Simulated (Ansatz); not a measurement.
Consider the ligand exchange at the Si–O bond: `[OH][Al]([SH])[O][SiH3]` + `[OH][In]([Cl])[O][SiH3]` → `[SiH3][O][In]([Cl])[O][SiH3]` + `[OH][Al]([OH])[SH]`.

Isolated molecules relaxed with PBE0-D4/def2-TZVP in Ansatz; ΔE leaves out vibrations. CCSD(T)/CBS is the MP2 limit (def2-TZVPP, def2-QZVPP) plus CCSD(T) − MP2 in def2-TZVPP, frozen cores. This one scheme is used for every species. Functionals use def2-TZVPP. def2 core potentials past Kr. For In outer-core shells are correlated without core-valence functions, which leaves a few kJ/mol of doubt a bond. Each species was taken in one conformer, which may not be the lowest.

| level | ΔE (kcal/mol) |
| --- | --- |
| B97M-V | 3.4 |
| CAM-B3LYP-D4 | 2.9 |
| PBE0 | 3.2 |
| r2SCAN0 | 3.0 |
| LC-ωPBE | 2.8 |
| RPA@PBE/def2-TZVPP | 2.7 |
| MP2/def2-TZVPP | 2.2 |
| CCSD(T)/def2-TZVPP | 2.4 |

**Question.** What does CCSD(T)/CBS give? (Best estimate.)

**Answer.** Ansatz gave: +2.4 kcal/mol. The listed levels differ from it by 1.0, 0.5, 0.8, 0.6, 0.4, 0.3, -0.2, 0.0 kcal/mol.

Largest T1 diagnostic among the species: 0.015.

Leaving LDA and LC-ωPBE aside and taking each functional with its dispersion term where it has one, the values, not all of them listed here, spread over 0.8 kcal/mol, from BHLYP-D4 to B97M-V.
